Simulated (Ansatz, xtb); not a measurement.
Stretching the O2–H3 bond in HNaO (SMILES [OH][Na]) (multiplicity 1 held, fragments rigid). Energies count from the point at 0.954 Å.
Geometry at that point (charge 0, multiplicity 1):
```xyz
3

Na     0.000     0.000    -0.917
O      0.000     0.000     1.015
H      0.000     0.000     1.969
```

R- and RO- levels are restricted; in cc, def2 and unpolarised 6-31G sets they are followed outwards from rest. Unrestricted levels (U-) break spin symmetry where that is lower. Full CI gives the lowest state of the spin. Curves can end on different states.

Cores are frozen in the correlated methods.

The values were computed with Ansatz (a first-principles code) with Gaussian orbitals; xtb for the GFN methods.  The GFN methods have no spin term and hold the electronic entropy of 300 K.

```tsv
level	energy at R = 3.054 Å (kcal/mol)
GFN2-xTB	141.55
R-HF/6-31G	201.48
U-HF/6-31G	78.59
R-MP2/6-31G	…
U-MP2/6-31G	104.33
R-SCS-MP2/6-31G	…
U-SCS-MP2/6-31G	104.14
FCI/6-31G	102.21
```

### Question
Complete the blanks.

### Answer

- R-MP2/6-31G, energy at R = 3.054 Å (kcal/mol): 154.99
- R-SCS-MP2/6-31G, energy at R = 3.054 Å (kcal/mol): 145.77

Doubts at one or more of the structures used: a restricted determinant that unrestricted orbitals would lower (R-HF/6-31G, R-MP2/6-31G, R-SCS-MP2/6-31G); a spin-contaminated determinant (U-HF/6-31G, U-MP2/6-31G, U-SCS-MP2/6-31G).
